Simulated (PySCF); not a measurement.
## Ionisation energy of Si⁺ by level of theory

Si⁺ [Ne] 3s2 3p1 (2P) → Si²⁺ [Ne] 3s2 (1S), as a difference of total energies. Calculation: PySCF 2.14, in aug-cc-pCVTZ-DK (8s7p5d3f, 75 functions); scalar relativity by spin-free X2C-1e. Correlated levels: valence: [Ne] frozen. The calculations carry no spin-orbit coupling.

| method | ionisation energy (eV) | error (eV) |
| --- | --- | --- |
| UHF | 15.817 | -0.505 |
| MP2 (valence) | 16.084 | -0.238 |
| SCS-MP2 (valence) | 16.073 | -0.249 |
| CCSD (valence) | 16.200 | -0.122 |
| CCSD(T) (valence) | 16.230 | -0.092 |

Reference: 16.322 eV (measured; NIST levels, between the centres of gravity of the two terms).

Errors of the correlated levels include the incompleteness of this basis and the frozen core.
